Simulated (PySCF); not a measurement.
## Finite-field polarisability of Al (aluminium, neutral)

[Ne] 3s2 3p1, 2P determinant. All numbers are calculated (PySCF 2.14, no relativity, point nucleus, in aug-cc-pV(T+d)Z with one added diffuse shell each of s, p, d, f type (7s6p5d3f, 71 functions)). Frozen: [Ne]. Energy changes in a uniform field (μhartree):

| axis | F (au) | HF | MP2 | CCSD | CCSD(T) |
| --- | --- | --- | --- | --- | --- |
| x | 0.002 | -104.479 | -103.273 | -100.478 | -100.534 |
| x | 0.004 | -418.515 | -413.738 | -402.483 | -402.713 |
| y | 0.0016 | -103.335 | -100.631 | -97.144 | -97.087 |
| y | 0.0032 | -415.059 | -404.190 | -390.061 | -389.831 |

By symmetry the remaining axis equals x.

Problem. Derive α along x at CCSD(T) from the two fields.

Solution. With ΔE = −αF²/2 − γF⁴/24, α = −(16 ΔE(F) − ΔE(2F))/(6F²) = 50.24 bohr³.

Problem. And the mean polarisability at each level?

Solution. The components xx, yy, zz at CCSD(T) are 50.24, 75.75, 50.24, the third axis being equal by symmetry to one of the two computed. Means: HF 61.68, MP2 60.58, CCSD 58.74, CCSD(T) 58.75 bohr³. Reference: 57.8 ± 1 bohr³ (recommended; Schwerdtfeger and Nagle, table of static dipole polarizabilities (2023 update)).
